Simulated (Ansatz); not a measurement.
Harmonic frequencies (cm⁻¹) at PBE0-D4/def2-TZVP from Ansatz: 45, 144, 156, 254, 331, 487, 597, 676, 716, 747, 753, 847, 885, 904, 941, 1009, 1047, 1255, 1275, 1310, 1449, 1451, 1785, 2199, 2208, 3053, 3087, 3138, 3142, 3223.

Each molecule was computed in one conformer, which needn't be the lowest.

Problem. Which molecule is it?
A. `C[SiH](C)C#N`
B. `CC[SiH2]C#N`
C. `C[SiH2]C1C=N1`
D. `CC([SiH3])=C=N`

Solution. C.
